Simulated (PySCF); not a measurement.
C4H8OSi, SMILES C=C/C=C/[SiH2]O. Atoms are numbered in the order given.

```xyz
14

C      3.2916    -0.2908    -0.5553
C      2.2140    -0.7953     0.0579
C      0.8768    -0.1927    -0.0226
C     -0.2217    -0.6737     0.5869
Si    -1.8780     0.1682     0.4168
O     -1.7839     1.3749    -0.7389
H      3.2244     0.6195    -1.1615
H      4.2739    -0.7647    -0.4724
H      2.3054    -1.7069     0.6615
H      0.7957     0.7199    -0.6292
H     -0.1184    -1.5851     1.1930
H     -2.9139    -0.8491     0.0551
H     -2.2868     0.8415     1.6782
H     -1.6812     1.0846    -1.6508
```

Coordinates come from a ωB97X-D3(BJ)/def2-SVP optimisation. The structure was generated by enumeration; whether it is a known compound was not checked. Other conformers were not sampled.

Two levels are set side by side: PBE/pcSseg-1 (PySCF) and KT2/pcSseg-1 (PySCF). GIAO shifts against H2O (¹⁷O), TMS (²⁹Si), TMS (¹H), TMS (¹³C) at the same level; non-relativistic, no solvent, atoms listed together averaged. Differences are taken from unrounded values.

| quantity | PBE |
|---|---|
| δ(¹³C) of C1 (ppm) | 127.7 |
| δ(¹³C) of C2 (ppm) | 149.0 |
| δ(¹³C) of C3 (ppm) | 156.8 |
| δ(¹³C) of C4 (ppm) | 137.1 |
| δ(²⁹Si) of Si5 (ppm) | -23.1 |
| δ(¹⁷O) of O6 (ppm) | 17.8 |
| δ(¹H) of H7, H8 (ppm) | 5.79 |
| δ(¹H) of H9 (ppm) | 6.77 |
| δ(¹H) of H10 (ppm) | 7.08 |
| δ(¹H) of H11 (ppm) | 6.12 |
| δ(¹H) of H14 (ppm) | 0.68 |

Q: These are the PBE values. What does KT2 give? (An estimate is asked for; the answer gives what the named calculation found.)

A: 
| quantity | KT2 | PBE minus KT2 |
|---|---|---|
| δ(¹³C) of C1 (ppm) | 119.3 | 8.4 |
| δ(¹³C) of C2 (ppm) | 140.2 | 8.8 |
| δ(¹³C) of C3 (ppm) | 147.4 | 9.4 |
| δ(¹³C) of C4 (ppm) | 127.4 | 9.7 |
| δ(²⁹Si) of Si5 (ppm) | -21.2 | -1.9 |
| δ(¹⁷O) of O6 (ppm) | 13.5 | 4.3 |
| δ(¹H) of H7, H8 (ppm) | 5.61 | 0.18 |
| δ(¹H) of H9 (ppm) | 6.57 | 0.20 |
| δ(¹H) of H10 (ppm) | 6.86 | 0.22 |
| δ(¹H) of H11 (ppm) | 5.90 | 0.22 |
| δ(¹H) of H14 (ppm) | 0.65 | 0.04 |

Rough cost on one machine, each run with all the roots and properties that it gave: KT2 against PBE within a factor of 2.
